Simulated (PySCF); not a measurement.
BrF₃ was optimised in PySCF in the def2-TZVP basis family (density fitting, no spin–orbit coupling) with several functionals.

One of them gave a singlet of C2v symmetry with a mean bond of 1.780 Å to Br, wavenumbers 249, 250, 363, 566, 626, 707 cm⁻¹ and a HOMO–LUMO gap of 5.53 eV.

Which level of theory was it?
A. B3LYP
B. PBE0
C. PBE

B. That is PBE0, with Br–F 1.722 Å, Br–F 1.809 Å (×2). The others give PBE 1.823 Å and 624 cm⁻¹ for the highest mode; B3LYP 1.802 Å and 669 cm⁻¹ for the highest mode.

The structures come from searches over a few start shapes, so lower isomers are not excluded.
